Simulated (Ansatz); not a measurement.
One change: `BO[SiH](C)F` becomes `BP[SiH](C)F`.

Ansatz, PBE0-D4/def2-TZVP geometries, multiplicity 1. Each molecule was computed in one conformer, which needn't be the lowest.

```json
{"property": "HOMO energy (B3LYP/def2-TZVPP) / eV", "`BO[SiH](C)F`": "-8.36"}
{"property": "size of the dipole moment (B3LYP/def2-TZVPP) / D", "`BO[SiH](C)F`": "1.86"}
{"property": "HOMO–LUMO gap (B3LYP/def2-TZVPP) / eV", "`BO[SiH](C)F`": "7.38"}
{"property": "LUMO energy (ωB97M-V/def2-TZVPP) / eV", "`BO[SiH](C)F`": "1.16"}
{"property": "size of the dipole moment (PBE/def2-TZVPP) / D", "`BO[SiH](C)F`": "1.88"}
{"property": "HOMO–LUMO gap (ωB97M-V/def2-TZVPP) / eV", "`BO[SiH](C)F`": "12.07"}
```

What does the change do to each property? (An estimate is asked.)

Ansatz gave: 
```tsv
property	`BP[SiH](C)F`	shift
HOMO energy (B3LYP/def2-TZVPP) / eV	-7.31	1.05
size of the dipole moment (B3LYP/def2-TZVPP) / D	1.85	-0.01
HOMO–LUMO gap (B3LYP/def2-TZVPP) / eV	5.33	-2.05
LUMO energy (ωB97M-V/def2-TZVPP) / eV	0.11	-1.05
size of the dipole moment (PBE/def2-TZVPP) / D	1.83	-0.05
HOMO–LUMO gap (ωB97M-V/def2-TZVPP) / eV	9.70	-2.37
```

With PBE0 the HOMO rises by 1.00 eV and the LUMO falls by 1.08 eV, so the gap narrows by about 2.08 eV. PBE moves the HOMO by 0.53 eV and ωB97M-V by 1.32 eV. Dipoles are sizes alone; their direction can turn.

B3LYP here is the variant with VWN-RPA as its local correlation; programs differ in this.
